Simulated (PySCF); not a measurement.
Spinor energies of Mo(2+) (molybdenum, charge +2)

Start: [Kr] 4d4; 4d3/2 filled at m_j = -3/2, -1/2, +1/2, +3/2. Calculated with PySCF 2.14 in x2c-QZVPPall-2c: generalised Hartree-Fock with the X2C-1e Hamiltonian and a Gaussian nucleus; one run each with spin-orbit coupling (SO) switched off, then screened by Boettger's factors.

```tsv
spinor shell	electrons	ε, spin-free (eV)	ε, screened SO (eV)	weight of nominal j (screened SO)	rms radius, screened SO (bohr)
1s1/2	2	-20126.5	-20125.6	1.000	0.0404
2s1/2	2	-2934.3	-2934.0	1.000	0.166
2p1/2	2	-2618.6	-2692.2	1.000	0.145
2p3/2	4	-2618.6	-2584.0	1.000	0.149
3s1/2	2	-547.55	-547.44	1.000	0.456
3p1/2	2	-441.21	-453.82	1.000	0.455
3p3/2	4	-441.21	-435.22	1.000	0.465
3d3/2	4	-268.34	-270.60	0.969	0.451
3d5/2	6	-268.34	-266.70	0.980	0.455
4s1/2	2	-97.895	-97.855	1.000	1.18
4p1/2	2	-66.476	-71.699	0.666	1.32
4p3/2	4	-66.476	-63.876	0.833	1.32
4d3/2	4	-27.537	-27.545	0.536	1.84
```

```
   quantity    spin-free  screened SO
E (hartree)  -4045.21507  -4045.69607
        M_J            0            0
       ⟨J²⟩        4.007        3.770
       ⟨L²⟩        6.005        5.990
       ⟨S²⟩        6.002        5.985
```

The determinant has a definite M_J but mixes levels of different J.

Each row is a mean over spinors that exchange with the open shell spreads, by up to 5.659 eV (4p3/2).

Rows whose weight is well below 1 are mixtures of j = l ± 1/2: exchange outweighs spin-orbit coupling there, and the label is only the starting occupation.

Breit and QED terms are absent; they matter most for the inner s and p1/2 levels.

Densities and radii are taken from the X2C orbitals without a picture-change correction, which distorts them close to the nucleus.

Without spin-orbit coupling the j labels of p, d and f shells carry no meaning; the spin-free column gives the mean over the occupied spinors of each nl shell, and its ⟨J²⟩ belongs to a mixture of degenerate components.
